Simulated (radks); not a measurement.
Spherical quantum dot in the effective-mass picture: electrons in a hard-walled sphere of radius 2.7, all in effective atomic units (hartree* = m*/eps^2 hartree, bohr* = eps/m* bohr), one dielectric constant everywhere. Calculated with a radial shooting solver with Libxc functionals: non-relativistic Kohn-Sham, LDA (Slater exchange, Perdew-Wang correlation), spin-polarised, spherical densities. Levels are named by radial order and angular momentum (1s, 1p, 1d, 2s, ...), and open shells are averaged over m.

N = 28, configuration 1s2 1p6 1d10 1f(up 7, down 3). This is the lowest configuration that the search found. Occupied and some empty levels:

level    occupation  eigenvalue (hartree*)  <r> (bohr*)
1s up             1                 14.018        1.781
1s down           1                 14.073        1.774
1p up             3                 14.398        1.868
1p down           3                 14.457        1.864
1d up             5                 15.034        1.936
1d down           5                 15.096        1.934
1f up             7                 15.895        1.991
1f down           3                 15.959        1.990
2s up             0                 16.318        1.211
2s down           0                 16.340        1.212
1g up             0                 16.962        2.037
1g down           0                 17.027        2.036
2p up             0                 17.543        1.410
2p down           0                 17.574        1.410
2d up             0                 18.979        1.539
2d down           0                 19.016        1.537

Energy (hartree*): total 242.670, kinetic 73.238, external 0, Hartree 187.39, exchange-correlation -17.954.

Electron density:

r (bohr*)  n(r) (e/bohr*^3)
0.213               0.02266
0.414               0.03147
0.616               0.05033
0.817               0.08644
1.02                 0.1499
1.22                 0.2495
1.42                 0.3858
1.62                 0.5376
1.82                 0.6474
2.03                 0.6361
2.23                 0.4586
2.43                 0.1889
2.63                0.01321
